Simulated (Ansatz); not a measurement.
```yaml
crystal:
  periodic: [false, false, false]
  atoms:
    - {symbol: C, position_ang: [-0.264139, -1.084180, 0.867472]}
    - {symbol: D, position_ang: [1.243772, -0.296107, 0.193137]}
    - {symbol: C, position_ang: [0.243075, 1.015136, -0.905632]}
    - {symbol: F, position_ang: [-0.539748, 0.767892, -1.712748]}
    - {symbol: F, position_ang: [1.215292, 1.701323, -1.475168]}
    - {symbol: F, position_ang: [-0.250231, 1.814901, -0.038526]}
    - {symbol: H, position_ang: [0.115777, -2.074863, 1.495415]}
    - {symbol: H, position_ang: [-0.922719, -1.303419, 0.019547]}
    - {symbol: H, position_ang: [-0.750730, -0.372922, 1.484125]}
basis:
  gaussian: {orbitals: ANO-RCC-VTZP}
hamiltonian: {xc: {name: B3LYP}}
```

```sh
$ ansatz run in.yaml --threads 4 --pin off --events-out ev --progress --plain --max-ram 10444MiB
```

Output, abridged:

```
Error: YAML parse error: error: line 5 column 16: `D` is not an element symbol (H … Og, case-exact)
 --> <input>:5:16
3 |   atoms:
4 |     - {symbol: C, position_ang: [-0.264139, -1.084180, 0.867472]}
5 |     - {symbol: D, position_ang: [1.243772, -0.296107, 0.193137]}
6 |     - {symbol: C, position_ang: [0.243075, 1.015136, -0.905632]}
7 |     - {symbol: F, position_ang: [-0.539748, 0.767892, -1.712748]}
```

Problem. What is wrong with this run?

Solution. An element symbol is wrong. The input was rejected before any iteration.

B3LYP here is the variant with VWN-RPA as its local correlation; programs differ in this.
